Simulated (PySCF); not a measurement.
PySCF input for CBrF₃, SMILES FC(F)(F)Br, PBE-D3(BJ)/def2-SVP. Coordinates come from a PBE-D3(BJ)/def2-SVP optimisation.

```python
import numpy as np
from pyscf import gto, scf, dft, df
from pyscf.hessian import thermo

mol = gto.M(
    atom='''
    F     1.08667888    0.62739434   -1.28132638
    C    -0.00000000    0.00000000   -0.82793306
    F    -0.00000001   -1.25478869   -1.28132638
    F    -1.08667887    0.62739434   -1.28132637
    Br    0.00000000   -0.00000000    1.13038316
    ''',
    basis='def2-SVP',
    charge=0,
    spin=0,
    max_memory=1600,
    verbose=3,
)
mf = dft.RKS(mol, xc='pbe').density_fit(auxbasis='def2-universal-jkfit')
mf.disp = 'd3bj'
mf.grids.level = 3
mf.conv_tol = 1e-11
mf.max_cycle = 100
mf.kernel()

# [left out here: the lines that compute and print the analytic Hessian (its translational invariance restored by hand, since the grid's response is missing), thermochemistry and intensities]
```

Program output:

```
converged SCF energy = -2910.51639936089

WARN: DFTD3 does not support analytical Hessian, using finite difference


WARN: Mole.unit (angstrom) is changed to Bohr

Mode                                 0                   1                   2
Irrep
Freq [cm^-1]                      291.8824            291.8879            328.3895
Reduced mass [au]                  19.7123             19.7123             27.8885
Force const [Dyne/A]                0.9895              0.9895              1.7720
Char temp [K]                     419.9537            419.9617            472.4794
Normal mode                   x     y     z       x     y     z       x     y     z
       0   F                -0.02  0.02  0.14    0.02 -0.04  0.09    0.01  0.01  0.09
       1   C                -0.06  0.00  0.00   -0.00 -0.06 -0.00   -0.00 -0.00  0.06
       2   F                -0.06  0.00  0.00   -0.00 -0.01 -0.16    0.00 -0.01  0.09
       3   F                -0.02 -0.02 -0.14   -0.02 -0.05  0.08   -0.01  0.01  0.09
       4  Br                 0.03 -0.00 -0.00    0.00  0.03  0.00    0.00  0.00 -0.08
Mode                                 3                   4                   5
Irrep
Freq [cm^-1]                      534.7891            534.7991            741.0729
Reduced mass [au]                  18.1573             18.1574             16.9420
Force const [Dyne/A]                3.0596              3.0597              5.4820
Char temp [K]                     769.4424            769.4568           1066.2389
Normal mode                   x     y     z       x     y     z       x     y     z
       0   F                -0.05 -0.11  0.02    0.11 -0.07 -0.01   -0.10 -0.06 -0.01
       1   C                -0.08  0.00  0.00    0.00  0.08  0.00    0.00 -0.00  0.14
       2   F                 0.13  0.00  0.00   -0.00  0.12  0.02   -0.00  0.12 -0.01
       3   F                -0.06  0.11 -0.02   -0.11 -0.07 -0.01    0.10 -0.06 -0.01
       4  Br                 0.01 -0.00 -0.00   -0.00 -0.01 -0.00   -0.00 -0.00 -0.01
Mode                                 6                   7                   8
Irrep
Freq [cm^-1]                     1049.4960           1210.5657           1210.5828
Reduced mass [au]                  13.7770             13.2266             13.2267
Force const [Dyne/A]                8.9406             11.4203             11.4206
Char temp [K]                    1509.9911           1741.7346           1741.7592
Normal mode                   x     y     z       x     y     z       x     y     z
       0   F                 0.05  0.03 -0.05    0.03  0.03 -0.01    0.07  0.03 -0.03
       1   C                 0.00  0.00  0.23    0.01 -0.25  0.00   -0.25 -0.01  0.00
       2   F                 0.00 -0.06 -0.05   -0.00  0.09  0.03    0.02  0.00  0.00
       3   F                -0.05  0.03 -0.05   -0.03  0.03 -0.02    0.07 -0.03  0.03
       4  Br                -0.00 -0.00 -0.00   -0.00  0.00 -0.00    0.00  0.00  0.00
temperature 298.1500 [K]
pressure 101325.00 [Pa]
Rotational constants [GHz] 5.63168 2.03443 2.03443
Symmetry number 3
Zero-point energy (ZPE) 0.01411 [Eh]   37045.150 [J/mol]
                           tot       elec      trans        rot        vib
Entropy [J/mol/K]       299.200      0.000    171.146    103.937     24.116
Cv [J/mol/K]             61.836      0.000     12.472     12.472     36.892
Cp [J/mol/K]             70.150      0.000     20.786     12.472     36.892
Internal energy [J/mol]                      3718.434   3718.434  41785.742
Internal energy [Eh]   -2910.49765  -2910.51640
Enthalpy [J/mol]                             6197.391   3718.434  41785.742
Enthalpy [Eh]          -2910.49671
Gibbs free energy [J/mol]                  -44829.780 -27270.492  34595.494
Gibbs free energy [Eh] -2910.53068
mode   freq/cm-1   IR/(km/mol)
   1      291.88         0.030
   2      291.89         0.030
   3      328.39         1.708
   4      534.79         1.295
   5      534.80         1.295
   6      741.07        54.592
   7     1049.50       509.482
   8     1210.57       283.557
   9     1210.58       283.567
max |gradient| / (hartree/bohr): 0.00012794670009456293
APT charges: [-0.5576  1.9188 -0.5576 -0.5576 -0.2461]
```

The calculation finished and met its thresholds.
